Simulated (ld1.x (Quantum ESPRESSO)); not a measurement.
# Ne (Z = 10): one change to a TM potential, before and after

| Quantity | Value |
| --- | --- |
| Element | Ne |
| Generator | ld1.x (Quantum ESPRESSO) 7.5 |
| Type | norm-conserving Troullier–Martins (Kleinman–Bylander form) |
| Functional | BP86 |
| Relativity | scalar-relativistic |
| Frozen core | [He] |
| Valence charge | 8 |
| Reference configuration | 2s2 2p6 |
| Partial waves | 2p (bound): rc 1.30 bohr; 2s (bound): rc 0.70 bohr |
| Local potential | the s channel |
| Core correction | Bessel-smoothed model core, default radius (core density twice the valence density) |

All-electron outer shells of the reference configuration (BP86, scalar-relativistic, ld1.x):

| shell | level (eV) | outermost node (bohr) | outermost maximum (bohr) |
| --- | --- | --- | --- |
| 1s | -831.49 | – | 0.10 |
| 2s | -36.49 | 0.22 | 0.68 |
| 2p | -13.42 | – | 0.62 |

Change: all radii but the core radius scaled by about 1.09 (s 0.76, p 1.42 bohr).

Cutoffs: the cutoffs (Ry, on a coarse ladder) from which the occupation-weighted sum of valence levels, in a spherical-Bessel basis at the reference potential, stays within 10 and 1 mRy of its value at 400 Ry; they do not see the model core or the augmentation charge, which bear on the density cutoff. Errors are all-electron minus pseudo energies relative to the spin-unpolarised reference configuration.

Task: How do hardness, ghosts and transferability respond?

Result: The potential gets softer (200 Ry and 300 Ry → 160 Ry and 260 Ry); of the 6 tests that both files solve, the error grows in 6 and shrinks in 0 by more than 15 % and 0.3 meV (median size 122.3 → 182.7 meV); neither file shows a bound ghost. A larger radius leaves more room for a smooth pseudo-wave, so fewer plane waves are needed. More of the atom is replaced by a form fitted at one configuration, so other configurations suffer.

```csv
quantity,base,changed
"cutoff, loose",200 Ry,160 Ry
"cutoff, tight",300 Ry,260 Ry
loose cutoff by channel (10 mRy a level),"p 80 Ry, s 110 Ry","p 70 Ry, s 100 Ry"
bound ghosts,none,none
"error for 2s2 2p5, meV [ΔE 22.56 eV]",+16,+27
"error for 2s2 2p4, meV [ΔE 65.92 eV]",+175,+262
"error for 2s2 2p3, meV [ΔE 133.44 eV]",+772,+1095
"error for 2s1 2p6, meV [ΔE 45.97 eV]",-69,-104
"error for 2s2 2p5.5, meV [ΔE 8.91 eV]",+1.4,+3.1
"error for 2s2 2p2, meV [ΔE 228.16 eV]",+2292,+3144
```
